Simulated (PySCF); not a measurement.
Electron correlation in P (phosphorus, neutral)

[Ne] 3s2 3p2 3d1, one real determinant (an excited configuration). All numbers are calculated (PySCF 2.14, the non-relativistic Hamiltonian (point nucleus), in aug-cc-pwCVTZ (8s7p5d3f, 75 functions)). Frozen: [Ne]; 5 electrons correlated.

MP2 pair energies summed by pair of shells (mhartree):

```csv
pair,energy,share (%)
3s-3p,-38.66,46.0
3s-3s,-17.39,20.7
3s-3d,-13.78,16.4
3p-3d,-7.70,9.2
3p-3p,-6.47,7.7
```

Total MP2 correlation energy: -84.00 mhartree.

Same-spin part -20.54 and opposite-spin part -63.45 mhartree; SCS-MP2 scales them by 1/3 and 6/5 to -82.99 mhartree.

The reference is one real determinant that mixes LS terms of this configuration.
